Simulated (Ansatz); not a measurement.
Basis sets compared for Ge(OEt)H3 (C₂H₈GeO). Total charge 0; singlet. Geometry r2SCAN-D4/def2-SVP. Ansatz on 4 threads of Intel Xeon on a shared host; times are rough, and most runs start from earlier orbitals.

Cartesian coordinates in Å:
```
Ge -0.8883 0.9106 1.7196
O 0.3307 0.4600 0.4948
C -0.0469 -0.4183 -0.5496
C 1.1440 -0.6275 -1.4603
H -0.3881 -1.3943 -0.1419
H -0.8984 -0.0015 -1.1298
H 0.8917 -1.3083 -2.2882
H 1.4734 0.3342 -1.8825
H 1.9847 -1.0570 -0.8943
H -0.1475 1.8483 2.6736
H -1.3854 -0.3610 2.4347
H -2.0696 1.6149 1.0240
```

The 6-31G sets use Cartesian d functions. B3LYP takes the VWN-RPA correlation.

Binding counts from free atoms (Ge triplet, O triplet, C triplet, H doublet) in the same basis, without a counterpoise term.

| level | functions | energy (Eh) | HOMO (eV) | LUMO (eV) | binding per atom (eV) | wall time |
| --- | --- | --- | --- | --- | --- | --- |
| HF/STO-3G | 41 | -2205.0838 | -8.47 | 11.70 | 3.43 | 0.82 s |
| HF/6-31G | 72 | -2230.2032 | -11.40 | 3.28 | 2.48 | 1.5 s |
| PBE-D4/def2-SVP | 114 | -2232.3601 | -5.99 | -0.29 | 3.66 | 2.4 s |
| B3LYP-D4/6-31G | 72 | -2232.9099 | -7.10 | 0.17 | 3.50 | 2.7 s |
| PBE0-D4/def2-SVP | 114 | -2232.4358 | -7.58 | 0.59 | 3.61 | 3.4 s |

Problem. Estimate the rows for PBE-D4/def2-TZVP, B3LYP-D4/def2-TZVP, PBE0-D4/def2-TZVP (with forces).

Solution. 
```tsv
level	functions	energy (Eh)	HOMO (eV)	LUMO (eV)	binding per atom (eV)	wall time
PBE-D4/def2-TZVP	189	-2232.8032	-6.15	-0.53	3.63	3.2 s
B3LYP-D4/def2-TZVP	189	-2233.3824	-7.46	0.09	3.59	5 s
PBE0-D4/def2-TZVP (with forces)	189	-2232.8747	-7.68	0.34	3.59	7.5 s
```
